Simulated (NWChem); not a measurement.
# Si2H4, singlet; SMILES [SiH][SiH3]

Computed with NWChem. Low-valent species are run as closed-shell singlets; no triplet was tried in these runs. The geometry was optimised at PBE0/def2-SVP.

Diagonal of the polarisability tensor at CAM-B3LYP/def2-SVPD, static: 56.82, 84.90, 57.41 bohr³.

Q: Find the mean polarisability volume, the molar refraction, and the refractive index that an ideal gas of it would have at 273.15 K and 1 atm.

A: 
1. Mean: one third of the trace = 66.37 bohr³ × 0.14818 Å³/bohr³ = 9.84 Å³.
2. Molar refraction (Lorentz-Lorenz): (4π/3) N_A α = 24.8 cm³/mol.
3. Number density p/kT = 2.687 × 10⁻⁵ Å⁻³; n − 1 = 2π N α = 16.60 × 10⁻⁴.
4. These hold the electronic response alone: vibrational and orientational terms add to the static dielectric constant.
